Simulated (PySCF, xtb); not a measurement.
HfH4, SMILES [HfH4], multiplicity 1.

Harmonic wavenumbers (cm⁻¹) from GFN2-xTB (xtb) at its own minimum, in rising order: 597, 597, 597, 728, 729, 1282, 1283, 1283, 1363.

Task: What does B3LYP-D3(BJ)/def2-TZVPD (PySCF) give at its own minimum? (An estimate is asked for; the answer gives what the named calculation found.)

Result: 556, 556, 556, 683, 683, 1704, 1704, 1704, 1772. Paired by order, the mean absolute difference is 210 cm⁻¹ and the zero-point energies are 12.1 and 14.2 kcal/mol.
